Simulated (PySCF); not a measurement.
Ca(Cl)2 cation (CaCl₂), SMILES [Cl][Ca][Cl] (connectivity only; charge and spin as stated), charge +1, multiplicity 2.

The structure is a stationary point at B3LYP-D3(BJ)/def2-TZVP. The spin state was assumed, not searched. The isomer is the one that the SMILES or the coordinates give; other isomers of the formula were not compared.

The numbers are results of PySCF with B3LYP-D3(BJ)/def2-TZVP, not measurements.

Frequencies are harmonic and unscaled.

List the normal modes with their intensities. (Estimate from the structure and the level; the computed values follow.)


```
mode  ν (cm⁻¹)  IR (km/mol)  moving atoms (share of kinetic energy)
----  --------  -----------  --------------------------------------
1          183          9.9                        Cl 88 %, Ca 12 %
2          257          2.7                        Cl 65 %, Ca 35 %
3          371         77.6                        Ca 52 %, Cl 48 %
```
